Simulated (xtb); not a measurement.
A run for xtb: GFN-FF on GeH4 (SMILES [GeH4]).

```
$ xtb mol.xyz --gfnff --sp --chrg 0 --uhf 0
5

Ge     0.07552908     0.15567178    -0.01274647
H      1.46085800     0.06768971     0.64440635
H     -0.64646337    -1.19085611     0.12507569
H      0.23999343     0.50411443    -1.50079458
H     -0.74507799     1.25432418     0.67872790
```

Program output:

```
[...]
           -------------------------------------------------
          |                Calculation Setup                |
           -------------------------------------------------



          ==================== Thresholds ====================
          CN  :   150.00000
          rep :   500.00000
          disp:  2500.00000
          HB1 :   250.00000
          HB2 :   450.00000

          Pauling EN used:
          Z : 1  EN :  2.20
          Z :32  EN :  2.01
          electric field strengths (au): 0.000

           -------------------------------------------------
          |           Force Field Initialization            |
           -------------------------------------------------

          distances ...
          ----------------------------------------
          generating topology and atomic info file ...
          pair mat ...
          computing topology distances matrix with Floyd-Warshall algo ...
          making topology EEQ charges ...
          #fragments for EEQ constrain: 1
          ----------------------------------------
          generating topology and atomic info file ...
          pair mat ...
          computing topology distances matrix with Floyd-Warshall algo ...
          making topology EEQ charges ...
          #fragments for EEQ constrain: 1
          rings ...
          # BATM   0
          # H in HB   4

  atom   neighbors  erfCN metchar sp-hybrid imet pi  qest     coordinates
    1  Ge      4    3.44   0.03         3    0    0   0.124    0.142729    0.294177   -0.024087
    2  H       1    0.95   0.01         0    0    0  -0.031    2.760622    0.127915    1.217752
    3  H       1    0.95   0.01         0    0    0  -0.031   -1.221639   -2.250392    0.236359
    4  H       1    0.95   0.01         0    0    0  -0.031    0.453522    0.952638   -2.836091
    5  H       1    0.95   0.01         0    0    0  -0.031   -1.407993    2.370329    1.282610

          #atoms :   5
          #bonds :   4
          #angl  :   6
          #tors  :   0
          #nmol  :   1
          #optfrag :   1
           -------------------------------------------------
          |                   G F N - F F                   |
          |          A general generic force-field          |
          |                  Version 1.0.3                  |
           -------------------------------------------------
          Number of HB bonds (bound hydrogen)     0
          Number of HB bonds (unbound hydrogen)   0
          Number of XB bonds                      0

 E+G (total)                   0 d,  0 h,  0 min,  0.000 sec
 distance/D3 list               ...        0 min,  0.000 sec (  1.490%)
 non bonded repulsion           ...        0 min,  0.000 sec ( 17.359%)
 dCN                            ...        0 min,  0.000 sec (  2.695%)
 EEQ energy and q               ...        0 min,  0.000 sec ( 13.663%)
 D3                             ...        0 min,  0.000 sec ( 14.786%)
 EEQ gradient                   ...        0 min,  0.000 sec ( 11.602%)
 bonds                          ...        0 min,  0.000 sec ( 10.231%)
 bend and torsion               ...        0 min,  0.000 sec (  7.149%)
 bonded ATM                     ...        0 min,  0.000 sec (  0.505%)
 HB/XB (incl list setup)        ...        0 min,  0.000 sec ( 13.631%)

         :::::::::::::::::::::::::::::::::::::::::::::::::::::
         ::                     SUMMARY                     ::
         :::::::::::::::::::::::::::::::::::::::::::::::::::::
         :: total energy              -0.329755754995 Eh    ::
         :: gradient norm              0.003460416236 Eh/a0 ::
         ::.................................................::
Note: The following floating-point exceptions are signalling: IEEE_UNDERFLOW_FLAG IEEE_DENORMAL
normal termination of xtb
         :: bond energy               -0.360943635567 Eh    ::
         :: angle energy               0.025378439491 Eh    ::
         :: torsion energy             0.000000000000 Eh    ::
         :: repulsion energy           0.010611544707 Eh    ::
         :: electrostat energy        -0.003808310412 Eh    ::
         :: dispersion energy         -0.000993793214 Eh    ::
         :: HB energy                  0.000000000000 Eh    ::
         :: XB energy                  0.000000000000 Eh    ::
         :: bonded atm energy          0.000000000000 Eh    ::
         :: external energy            0.000000000000 Eh    ::
         :: add. restraining           0.000000000000 Eh    ::
         :: total charge              -0.000000000000 e     ::
         :::::::::::::::::::::::::::::::::::::::::::::::::::::

           -------------------------------------------------
          |                Property Printout                |
           -------------------------------------------------

molecular dipole:
                 x           y           z       tot (Debye)
 q only:       -0.000      -0.001      -0.000       0.002

           -------------------------------------------------
          | TOTAL ENERGY               -0.329755754995 Eh   |
          | GRADIENT NORM               0.003460416236 Eh/α |
           -------------------------------------------------
########################################################################
[WARNING] Runtime exception occurred
-1- gfnff_setup: Could not read topology file.
########################################################################

------------------------------------------------------------------------
------------------------------------------------------------------------
 total:
 SCF:
```

The run finished.

Cost: very roughly 0.010 core-seconds.
